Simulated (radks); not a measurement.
Ionisation of the rhenium ion Re3+, [Xe] 4f14 5d4, to [Xe] 4f14 5d3 as the strength of local exchange is varied. Method: Dirac Kohn-Sham, Slater X-alpha exchange (alpha = 2/3 is LDA exchange), no correlation, spin-unpolarised, spherical densities, finite nucleus; open shells fill j = l - 1/2 first; Fermi nuclear charge, rms radius 5.3698 fm; computed with a radial shooting solver on a logarithmic mesh with Libxc functionals.

| alpha | E(Re3+) (hartree) | exchange (hartree) | IE (eV) | -e of the level emptied (eV) | <r> of it (bohr) |
|---|---|---|---|---|---|
| 0.648 | -16687.0009 | -305.6034 | 38.212 | 31.897 (5d3/2) | 1.679 |
| 0.667 | -16695.9640 | -314.7417 | 38.560 | 32.222 (5d3/2) | 1.672 |
| 0.745 | -16732.8130 | -352.3622 | 40.006 | 33.580 (5d3/2) | 1.645 |
| 0.907 | -16809.6177 | -431.0393 | 43.119 | 36.515 (5d3/2) | 1.592 |
| 0.93 | -16820.5519 | -442.2687 | 43.573 | 36.944 (5d3/2) | 1.585 |

NIST Atomic Spectra Database: 39 +/- 1.7 eV (theoretical). The Delta-SCF value meets it near alpha = 0.70. Spin polarisation and multiplet splitting are left out, so open shells lie too high by an amount that depends on their filling.

Beside tabulated values, note that spin-unpolarised runs miss the spin-polarisation part of the exchange energy of open shells.
